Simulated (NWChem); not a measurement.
System meant: SnNH2Cl2F; SMILES [NH2][Sn]([F])([Cl])[Cl]

The following NWChem deck was run.

```
start job
memory heap 200 mb stack 900 mb global 1100 mb
geometry units angstroms noautoz
  N      1.588236    -0.002176     1.484424
  Sn     0.271077    -0.000837    -0.029972
  F      1.100605    -0.002840    -1.773785
  Cl    -1.034813    -1.913446     0.041035
  Cl    -1.028952     1.915844     0.039899
  H      2.183135    -0.830078     1.474969
  H      2.182995     0.825812     1.476136
end
basis spherical
  N library def2-svp
  Sn library def2-svp
  F library def2-svp
  Cl library def2-svp
  H library def2-svp
end
ecp
  Sn library def2-ecp
end
dft
  xc b3lyp
  iterations 4
  mulliken
end
task dft energy
```

End of the output:

```
    Atom       Charge   Shell Charges
 -----------   ------   -------------------------------------------------------
    1 N    7     7.23   1.97  0.75  0.48  2.18  1.83  0.03
    2 Sn  22    21.52   1.17  0.76  0.73  0.34  3.01  2.84  1.21  0.75  9.50  1.21
    3 F    9     9.31   1.98  1.04  0.81  3.20  2.28  0.00
    4 Cl  17    17.05   2.00  1.96  1.06  0.80  5.82  2.25  3.15  0.01
    5 Cl  17    17.05   2.00  1.96  1.06  0.80  5.82  2.25  3.15  0.01
    6 H    1     0.92   0.59  0.21  0.12
    7 H    1     0.92   0.59  0.21  0.12

 center of mass
 --------------
 x =  -0.00844798 y =  -0.03956352 z =   0.00000000

 moments of inertia (a.u.)
 ------------------
        1258.708416366939          -0.000005603210           0.000000000000
          -0.000005603210        1459.205221583842           0.000000000000
           0.000000000000           0.000000000000         876.926210733572

     Multipole analysis of the density
     ---------------------------------

     L   x y z        total         alpha         beta         nuclear
     -   - - -        -----         -----         ----         -------
     0   0 0 0      0.000000    -37.000000    -37.000000     74.000000

     1   1 0 0      0.859152      6.600694      6.600694    -12.342236
     1   0 1 0      0.748375      0.415230      0.415230     -0.082085
     1   0 0 1      0.000000      0.000000      0.000000      0.000000

     2   2 0 0    -41.829357   -156.869126   -156.869126    271.908895
     2   1 1 0      3.713440     -5.692223     -5.692223     15.097886
     2   1 0 1     -0.000000     -0.000000     -0.000000      0.000000
     2   0 2 0    -48.779866   -110.593174   -110.593174    172.406482
     2   0 1 1     -0.000000     -0.000000     -0.000000      0.000000
     2   0 0 2    -45.364092   -247.678220   -247.678220    449.992348

 ------------------------------------------------------------------------
 dft energy failed                                                                                  0
 ------------------------------------------------------------------------
 ------------------------------------------------------------------------
  current input line :
    27: task dft energy
 ------------------------------------------------------------------------
 ------------------------------------------------------------------------
 This type of error is most commonly associated with calculations not reaching convergence criteria
 ------------------------------------------------------------------------
 For more information see the NWChem manual at https://nwchemgit.github.io

0:dft energy failed:Received an Error in Communication
```

Q: Find the fault in this run and fix the input.

A: Convergence was not reached. Cause: the SCF was allowed too few iterations. This input runs:
```
start job
memory heap 200 mb stack 900 mb global 1100 mb
geometry units angstroms noautoz
  N      1.588236    -0.002176     1.484424
  Sn     0.271077    -0.000837    -0.029972
  F      1.100605    -0.002840    -1.773785
  Cl    -1.034813    -1.913446     0.041035
  Cl    -1.028952     1.915844     0.039899
  H      2.183135    -0.830078     1.474969
  H      2.182995     0.825812     1.476136
end
basis spherical
  * library def2-svp
end
ecp
  Sn library def2-ecp
end
dft
  xc b3lyp
  iterations 150
  mulliken
end
task dft energy
```
It converges to -1290.29501 Ha (B3LYP/def2-SVP with def2 effective core potentials on Sn).
